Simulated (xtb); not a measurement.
B(Cl)(SMe)2 (C2H6BClS2), SMILES CSB(Cl)SC. All values are semi-empirical tight-binding results from xtb (GFN2-xTB unless named), good for trends rather than for accurate numbers. Geometry: GFN2-xTB. Other conformers were not sampled.

Optimised geometry:

```xyz
12

B     -0.1216     0.0989     0.3079
Cl     0.2289    -0.0361     2.0031
S      0.9419    -0.6716    -0.9290
C      2.2322    -1.4683     0.0785
H      2.7622    -0.7118     0.6476
H      2.9030    -1.9626    -0.6161
H      1.7727    -2.1908     0.7448
S     -1.5773     1.0300    -0.1826
C     -1.5487     0.9017    -2.0030
H     -0.6314     1.3399    -2.3818
H     -2.4113     1.4510    -2.3634
H     -1.6128    -0.1420    -2.2921
```
Charge 0, spin multiplicity 1.

Question: Estimate the properties. (An estimate is asked for; the answer gives what the named calculation found.)

Answer: 
The point group as xtb finds it comes out as Cs and the orbital gap comes out as 3.80 eV. The zero-point energy comes out as 51.0 kcal/mol and the G − E(el) at 298.15 K (modified RRHO) is 28.8 kcal/mol. The static polarisability (D4 model) is 90.8 bohr³ and the solvation energy, GFN2-xTB/ALPB(water) is -1.3 kcal/mol. The solvation energy, GFN2-xTB/ALPB(toluene) is -7.2 kcal/mol.

Computed atomic charges and the Wiberg bond orders between heavy atoms:
charges (e) B1 0.39, Cl2 -0.26, S3 -0.22, C4 -0.05, H5 0.06, H6 0.07, H7 0.06, S8 -0.20, C9 -0.06, H10 0.07, H11 0.08, H12 0.07. Bond orders B1–Cl2 1.04, B1–S3 1.18, S3–C4 1.00, B1–S8 1.20, S8–C9 1.00.
